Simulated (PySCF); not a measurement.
Working out the ionisation energy of Ag²⁺

Ag²⁺ [Kr] 4d9 (2D) → Ag³⁺ [Kr] 4d8 (3F). All numbers are calculated (PySCF 2.14, scalar relativity through the core potential, in cc-pVTZ-PP with ECP28MDF (5s5p4d2f1g, 63 functions)). Frozen: 4s2 4p6. Energies in hartree (1 hartree = 27.21139 eV):

```csv
part,Ag²⁺ (lower),Ag³⁺ (upper)
UHF,-145.098626,-143.890029
MP2 opposite-spin,-0.182860,-0.135385
MP2 same-spin,-0.103948,-0.082406
```

**Question.** What does Hartree-Fock give?

**Answer.** (-143.890029) − (-145.098626) = 1.208597 hartree = 32.888 eV.

**Question.** What do MP2 and SCS-MP2 (6/5 opposite-spin, 1/3 same-spin) give?

**Answer.** The opposite-spin parts differ by 1.292 eV and the same-spin parts by 0.586 eV. MP2: 32.888 + (1.292) + (0.586) = 34.766 eV. SCS-MP2: 32.888 + 1.2 × (1.292) + (0.586)/3 = 34.634 eV.

Reference: 34.8 ± 0.3 eV (semi-empirical (NIST evaluation); NIST Atomic Spectra Database, ionization energies), between the lowest levels; spin-orbit coupling is absent from the calculation.

What remains against the reference includes basis incompleteness, the frozen core and correlation beyond second order.
